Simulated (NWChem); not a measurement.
System: CH$_{5}$ClOSi$_{2}$; SMILES Cl[Si@H]1C[SiH2]O1

```xyz
10

Cl    -0.0619    -2.1657    -0.4088
Si     0.1257    -0.4150     0.6644
C      1.3451     0.8188    -0.0780
Si    -0.2209     1.8576    -0.3536
O     -1.1613     0.6330     0.3749
H      0.2488    -0.7877     2.0948
H      2.0789     1.2382     0.6274
H      1.8676     0.4742    -0.9825
H     -0.6119     2.0948    -1.7712
H     -0.2921     3.1315     0.4159
```
Atoms are numbered in this order, from 1.

Level: PBE0/def2-SVP (NWChem), optimised geometry, unscaled harmonic frequencies. 

```csv
frequency (cm⁻¹),IR intensity (km/mol)
88,0.3
189,1.6
254,4.0
446,19.1
474,0.7
571,27.8
622,18.0
660,11.5
686,17.7
717,28.0
735,73.0
816,6.4
834,316.1
855,86.7
929,63.4
943,263.4
957,90.7
990,150.7
1360,27.0
2254,139.2
2260,130.0
2286,111.2
3110,0.7
3185,1.5
```

| Property | Value |
|---|---|
| zero-point energy | 37.5 kcal/mol |
| thermal correction to the enthalpy at 298.15 K (with zero-point energy) | 42.0 kcal/mol |
| heat capacity Cv | 23.2 cal/(mol K) |
| entropy at 298.15 K and 1 atm (symmetry number 1) | 80.3 cal/(mol K) |
| dipole moment | 2.37 D |

Rigid rotor and harmonic oscillator; modes under 100 cm⁻¹ make the entropy uncertain.
